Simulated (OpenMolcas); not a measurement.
3d ions of charge +3 along the row

* Program: OpenMolcas 26.06
* Method: XMS-CASPT2, IPEA 0.25 Eh, imaginary shift 0.1 Eh
* Basis: ANO-RCC-VTZP
* Scalar Hamiltonian: DKH2, point nucleus
* Spin-orbit coupling: state interaction with AMFI integrals over the reference wave functions, term energies averaged over their components

Active space: the 3d shell; CASPT2 also correlates the outermost closed s and p core shells.

B and C come from two terms' centres of gravity (d2, d8: 3P = 15B, 1G = 12B + 2C; d3, d7: 4P = 15B, 2G = 4B + 3C; d4, d6: 3G = 9B + 4C, 3H = 4B + 4C; d5: 4D = 17B + 5C, 4G = 10B + 5C, above the ground term), where all their levels are at least 80 % pure. ζ = ±2S·A comes from the whole width of the ground multiplet by E(J) = (A/2) J(J+1), where its levels are at least 85 % pure. Energies in cm-1.

```csv
Ion,Configuration,Lowest level,Weight (%),B,B measured,C,C measured,ζ,ζ measured
V3+,3d²,³F₂,100,893,,3877,,214,210
Cr3+,3d³,⁴F_3/2,100,933,917,3962,3677,286,270
Mn3+,3d⁴,⁵D₀,100,881,839,4691,4401,383,354
Fe3+,3d⁵,⁶S_5/2,100,968,,4719,,,
Co3+,3d⁶,⁵D₄,100,1137,,4923,,617,597
Ni3+,3d⁷,⁴F_9/2,100,1169,1146,5059,4863,729,749
Cu3+,3d⁸,³F₄,100,1254,1237,5495,5357,865,879
```

Measured columns use the levels in Sugar and Corliss, J. Phys. Chem. Ref. Data 7, 1191 (1978) (V3+); Sugar and Corliss, J. Phys. Chem. Ref. Data 6, 317 (1977) (Cr3+); Corliss and Sugar, J. Phys. Chem. Ref. Data 6, 1253 (1977) (Mn3+); Sugar and Corliss, J. Phys. Chem. Ref. Data 10, 1097 (1981) (Co3+); Corliss and Sugar, J. Phys. Chem. Ref. Data 10, 197 (1981) (Ni3+); Sugar and Musgrove, J. Phys. Chem. Ref. Data 19, 527 (1990) (Cu3+).

The computed B goes from 893 (V3+) to 1254 cm-1 (Cu3+), a factor of 1.40, though not at every step. It departs from the measured column by +1 to +5 %. The Trees term is left out, which lowers the B read from the levels of every ion, most for d4 to d6. The pair of terms that fixes B changes along the row, so steps between ions also reflect that choice.

The computed ζ goes from 214 (V3+) to 865 cm-1 (Cu3+), a factor of 4.04, rising at every step. It departs from the measured column by -3 to +8 %.

CASPT2 does not keep the components of a term degenerate, so their means are used; among the low terms the widest spread is 1600 cm-1 (3d⁴ ¹G(1), Mn3+). The CASPT2 spread within a term exceeds the gap to the next term for 3d³ ²D(1) and 3d³ ²H, so the order of their levels is uncertain (figures for Cr3+; the like holds for Mn3+, Fe3+, Co3+, Ni3+). Computed and measured levels are paired by configuration, term and J; levels that our copy of the source lacks, or whose pairing is in doubt (as where it misses far off the trend of its configuration), stay unpaired and out of the deviations. Levels of configurations outside the active space are missing.

A number in round brackets counts repeated terms of one configuration in the order of the reference energies.
